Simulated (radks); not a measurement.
The fluorine anion F-, [Ne], held by a Watson sphere: a shell of charge +1 at radius R that stands for the Madelung well of a crystal (potential energy -1/R inside, -1/r outside, in hartree with lengths in bohr). All-electron calculation, non-relativistic Kohn-Sham, PBEsol, spin-unpolarised, spherical densities, point nucleus. Program: a radial shooting solver on a logarithmic mesh with Libxc functionals. Response by self-consistent Sternheimer equations with the Hartree and adiabatic LDA kernel. The sphere does not respond.

[
 {"R (bohr)": "1.9", "e(1s) (eV)": "-655.98", "e(2s) (eV)": "-27.605", "e(2p) (eV)": "-9.349", "<r> 2p (bohr)": "1.212", "sum of <r^2> (bohr^2)": "14.74", "X-ray form factor at sin(theta)/lambda = 0.3 1/angstrom": "5.109", "alpha (bohr^3)": "7.395"},
 {"R (bohr)": "2.03", "e(1s) (eV)": "-655.78", "e(2s) (eV)": "-27.169", "e(2p) (eV)": "-8.960", "<r> 2p (bohr)": "1.222", "sum of <r^2> (bohr^2)": "15.02", "X-ray form factor at sin(theta)/lambda = 0.3 1/angstrom": "5.092", "alpha (bohr^3)": "7.950"},
 {"R (bohr)": "2.11", "e(1s) (eV)": "-655.64", "e(2s) (eV)": "-26.914", "e(2p) (eV)": "-8.730", "<r> 2p (bohr)": "1.228", "sum of <r^2> (bohr^2)": "15.19", "X-ray form factor at sin(theta)/lambda = 0.3 1/angstrom": "5.084", "alpha (bohr^3)": "8.301"},
 {"R (bohr)": "2.27", "e(1s) (eV)": "-655.36", "e(2s) (eV)": "-26.435", "e(2p) (eV)": "-8.287", "<r> 2p (bohr)": "1.239", "sum of <r^2> (bohr^2)": "15.50", "X-ray form factor at sin(theta)/lambda = 0.3 1/angstrom": "5.071", "alpha (bohr^3)": "9.020"},
 {"R (bohr)": "3.16", "e(1s) (eV)": "-653.80", "e(2s) (eV)": "-24.355", "e(2p) (eV)": "-6.278", "<r> 2p (bohr)": "1.282", "sum of <r^2> (bohr^2)": "16.82", "X-ray form factor at sin(theta)/lambda = 0.3 1/angstrom": "5.044", "alpha (bohr^3)": "13.26"}
]
